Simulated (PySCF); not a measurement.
# Excitation energy of F²⁺ by level of theory

F²⁺ [He] 2s2 2p3 (4S) → F²⁺ [He] 2s1 2p3 3s1 (6S), as a difference of total energies. Computed with PySCF 2.14 in x2c-QZVPPall with one added diffuse shell each of s, p, d, f type (8s5p4d3f1g, 73 functions), with scalar relativity by spin-free X2C-1e. Correlated levels: valence and next inner shell: nothing frozen. The calculations carry no spin-orbit coupling.

```json
{"method": "UHF", "excitation energy (eV)": "46.175"}
{"method": "MP2 (valence and next inner shell)", "excitation energy (eV)": "48.138"}
{"method": "SCS-MP2 (valence and next inner shell)", "excitation energy (eV)": "48.650"}
{"method": "CCSD (valence and next inner shell)", "excitation energy (eV)": "48.338"}
{"method": "CCSD(T) (valence and next inner shell)", "excitation energy (eV)": "48.373"}
```

Question: How much does correlation contribute at CCSD(T) (valence and next inner shell)?

Answer: 48.373 − (46.175) = 2.198 eV, measured against UHF.

The promoted electron is Rydberg-like, and one or two diffuse shells describe it only roughly, which tends to raise the upper state.
